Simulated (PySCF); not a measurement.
Species: C₂H₈FGeN.
Geometry (PBE0-D3(BJ)/def2-SVP, Å), atoms numbered from 1 in this order:
```
atom  x, y, z in Å
N1     1.8368    0.7613   -0.4891
Ge2    0.9968   -0.8616   -0.2927
C3    -0.7974   -0.6948    0.5305
C4    -1.4084    0.6432    0.1933
F5    -1.3042    0.8816   -1.1660
H6     2.1277    1.2089    0.3753
H7     1.2939    1.4254   -1.0361
H8     0.8658   -1.4808   -1.6933
H9     1.8980   -1.7347    0.6019
H10   -1.4312   -1.5180    0.1631
H11   -0.7206   -0.8029    1.6242
H12   -2.4774    0.7001    0.4619
H13   -0.8770    1.4579    0.7148
```

The calculation used PySCF 2.14.0, PBE0-D3(BJ)/def2-SVP geometry optimisation, gas phase.

Masses are those of the commonest isotopes; rigid-rotor values at the optimised geometry. The values belong to one conformer with, in the numbering `[NH2:1][GeH2:2][CH2:3][CH2:4][F:5]`, H–N1–Ge2–C3 69° and -57°, N1–Ge2–C3–C4 29°, Ge2–C3–C4–F5 49°.

Question: Give the principal moments of inertia and the rotational constants in MHz.

Answer: Ia = 100.95, Ib = 240.27, Ic = 289.66 u·Å²; 505379 MHz·u·Å²/I gives A = 5006, B = 2103, C = 1745 MHz.

Question: Classify the top.

Answer: An asymmetric top. Ray's parameter κ = (2B − A − C)/(A − C) = -0.780; −1 is the prolate and +1 the oblate limit.

Question: What does the inertial defect say?

Answer: Not planar: Δ = Ic − Ia − Ib = -51.57 u·Å². For a rigid frame Δ = −2 Σ m c², so Σ m c² = 25.78 u·Å² lies off the ab plane: 9.60 from hydrogen and 16.18 from heavier atoms. The atom farthest from that plane is 1.67 Å away.

Question: Give the other two planar moments, Paa and Pbb, and the rms extents of the mass along the axes.

Answer: Paa = Σ m a² = (Ib + Ic − Ia)/2 = 214.49 and Pbb = Σ m b² = (Ia + Ic − Ib)/2 = 75.17 u·Å². With the mass M = 138.99 u, the rms extents √(P/M) along a, b and c are 1.24, 0.74, 0.43 Å.

Question: List the rotational levels J(Ka,Kc) to J = 4 (K).

Answer: Above 0(0,0), as E/k:
J = 1: 1(0,1) 0.185, 1(1,1) 0.324, 1(1,0) 0.341
J = 2: 2(0,2) 0.553, 2(1,2) 0.676, 2(1,1) 0.728, 2(2,1) 1.146, 2(2,0) 1.147
J = 3: 3(0,3) 1.101, 3(1,3) 1.203, 3(1,2) 1.307, 3(2,2) 1.700, 3(2,1) 1.707, 3(3,1) 2.440, 3(3,0) 2.440
J = 4: 4(0,4) 1.825, 4(1,4) 1.905, 4(1,3) 2.077, 4(2,3) 2.437, 4(2,2) 2.459, 4(3,2) 3.182, 4(3,1) 3.182, 4(4,1) 4.215, 4(4,0) 4.215

Question: Predict some low-J microwave lines.

Answer: The dipole components are |μa| = 1.15 D, |μb| = 1.12 D, |μc| = 2.04 D. The squared components, which scale the intensities, stand as 0.32 : 0.30 : 1.00 (a : b : c). Some of the stronger lines:

```json
{"type": "a", "branch": "Q", "J(Ka,Kc)": "1(1,0) ← 1(1,1)", "MHz": "359", "lower level (cm⁻¹)": "0.225"}
{"type": "c", "branch": "Q", "J(Ka,Kc)": "3(1,3) ← 3(0,3)", "MHz": "2142", "lower level (cm⁻¹)": "0.765"}
{"type": "c", "branch": "Q", "J(Ka,Kc)": "2(1,2) ← 2(0,2)", "MHz": "2575", "lower level (cm⁻¹)": "0.384"}
{"type": "b", "branch": "Q", "J(Ka,Kc)": "1(1,0) ← 1(0,1)", "MHz": "3261", "lower level (cm⁻¹)": "0.128"}
{"type": "b", "branch": "R", "J(Ka,Kc)": "3(1,2) ← 2(2,1)", "MHz": "3354", "lower level (cm⁻¹)": "0.796"}
{"type": "b", "branch": "R", "J(Ka,Kc)": "1(1,1) ← 0(0,0)", "MHz": "6751", "lower level (cm⁻¹)": "0.000"}
{"type": "a", "branch": "R", "J(Ka,Kc)": "2(1,2) ← 1(1,1)", "MHz": "7338", "lower level (cm⁻¹)": "0.225"}
{"type": "c", "branch": "Q", "J(Ka,Kc)": "3(2,2) ← 3(1,2)", "MHz": "8190", "lower level (cm⁻¹)": "0.908"}
{"type": "b", "branch": "Q", "J(Ka,Kc)": "3(2,1) ← 3(1,2)", "MHz": "8345", "lower level (cm⁻¹)": "0.908"}
{"type": "b", "branch": "R", "J(Ka,Kc)": "3(0,3) ← 2(1,2)", "MHz": "8846", "lower level (cm⁻¹)": "0.470"}
{"type": "b", "branch": "R", "J(Ka,Kc)": "2(1,2) ← 1(0,1)", "MHz": "10240", "lower level (cm⁻¹)": "0.128"}
{"type": "b", "branch": "Q", "J(Ka,Kc)": "3(2,2) ← 3(1,3)", "MHz": "10340", "lower level (cm⁻¹)": "0.836"}
{"type": "a", "branch": "R", "J(Ka,Kc)": "3(1,3) ← 2(1,2)", "MHz": "10988", "lower level (cm⁻¹)": "0.470"}
{"type": "a", "branch": "R", "J(Ka,Kc)": "3(2,2) ← 2(2,1)", "MHz": "11544", "lower level (cm⁻¹)": "0.796"}
{"type": "a", "branch": "R", "J(Ka,Kc)": "3(2,1) ← 2(2,0)", "MHz": "11668", "lower level (cm⁻¹)": "0.797"}
{"type": "a", "branch": "R", "J(Ka,Kc)": "3(1,2) ← 2(1,1)", "MHz": "12062", "lower level (cm⁻¹)": "0.506"}
{"type": "b", "branch": "R", "J(Ka,Kc)": "3(1,3) ← 2(0,2)", "MHz": "13563", "lower level (cm⁻¹)": "0.384"}
{"type": "b", "branch": "Q", "J(Ka,Kc)": "3(3,1) ← 3(2,2)", "MHz": "15428", "lower level (cm⁻¹)": "1.181"}
{"type": "b", "branch": "R", "J(Ka,Kc)": "2(2,1) ← 1(1,0)", "MHz": "16763", "lower level (cm⁻¹)": "0.237"}
{"type": "c", "branch": "R", "J(Ka,Kc)": "2(2,0) ← 1(1,0)", "MHz": "16794", "lower level (cm⁻¹)": "0.237"}
{"type": "c", "branch": "R", "J(Ka,Kc)": "2(2,1) ← 1(1,1)", "MHz": "17121", "lower level (cm⁻¹)": "0.225"}
{"type": "b", "branch": "R", "J(Ka,Kc)": "3(2,2) ← 2(1,1)", "MHz": "20252", "lower level (cm⁻¹)": "0.506"}
{"type": "c", "branch": "R", "J(Ka,Kc)": "3(2,1) ← 2(1,1)", "MHz": "20407", "lower level (cm⁻¹)": "0.506"}
{"type": "c", "branch": "R", "J(Ka,Kc)": "3(2,2) ← 2(1,2)", "MHz": "21328", "lower level (cm⁻¹)": "0.470"}
{"type": "b", "branch": "R", "J(Ka,Kc)": "3(2,1) ← 2(1,2)", "MHz": "21483", "lower level (cm⁻¹)": "0.470"}
{"type": "b", "branch": "R", "J(Ka,Kc)": "3(3,1) ← 2(2,0)", "MHz": "26942", "lower level (cm⁻¹)": "0.797"}
{"type": "c", "branch": "R", "J(Ka,Kc)": "3(3,1) ← 2(2,1)", "MHz": "26973", "lower level (cm⁻¹)": "0.796"}
```

Stationary, but not proved a minimum. No vibrational averaging or centrifugal distortion is included, and the geometry carries the error of its method. A rigid rotor knows nothing of inversion at nitrogen, which can split or shift real lines. Quadrupole hyperfine structure (14N) is left out.
